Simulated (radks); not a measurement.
Results of a calculation; reference values are marked as such.
Problem. Code: a radial shooting solver on a logarithmic mesh with Libxc functionals. Model: non-relativistic Kohn-Sham, LDA (Slater exchange, Perdew-Wang correlation), spin-polarised, spherical densities, point nucleus. Response by self-consistent Sternheimer equations with the Hartree and adiabatic LDA kernel. Rank He, O6+, C4+, Ne8+, Li+, Be2+, N5+, B3+, F7+ (NIST ground configurations) by static dipole polarisability, largest first.

Solution. He 1.659, Li+ 0.2150, Be2+ 0.05667, B3+ 0.02094, C4+ 0.009450, N5+ 0.004870, O6+ 0.002759, F7+ 0.001678, Ne8+ 0.001078 bohr^3.
